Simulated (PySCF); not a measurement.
LiBr and its ions

RHF-CCSD(T); PySCF, no relativity, basis sets Li aug-pcseg-1, Br aug-pcseg-1. Neutral (RHF): singlet (closed shell), Re = 2.228 Å, ωe = 531 cm⁻¹, De = 4.21 eV.

LiBr⁻ (UHF): doublet (σ ↑), Re = 2.358 Å, ωe = 408 cm⁻¹, De = 1.50 eV to Li + Br⁻. The energies at the minima are -2579.76897 hartree for LiBr and -2579.79380 for LiBr⁻.

Q: Work out the adiabatic electron affinity, without and with harmonic zero-point energies (1 hartree = 27.2114 eV, 1 eV = 8065.5 cm⁻¹), and the change of the bond length.

A: At CCSD(T): 0.02483 hartree = 0.676 eV between the minima; the zero-point term (531.0 − 408.0)/2 cm⁻¹ = +0.008 eV makes it 0.683 eV. Re changes by +13.0 pm against the neutral. The electron enters a σ orbital, and the longer bond of the ion fits an antibonding orbital, or a change in how ionic the bond is.

Correlated steps freeze 9 core orbitals. Correlated levels converge slowly with the basis: in double zeta they bind strong bonds too weakly, by up to about 1 eV, and carry superposition errors of some tenths. Spin–orbit coupling is left out. For an ion De counts to the pair picked by the measured ionisation energies or electron affinities, which need not be the lowest pair at this level. Where the molecule has an RHF reference, its open-shell atoms are computed with UHF. States were picked by a PBE0 search and need not be the measured ground states.

Neutral and ion stand on different kinds of reference determinant, which adds to the error of the difference.
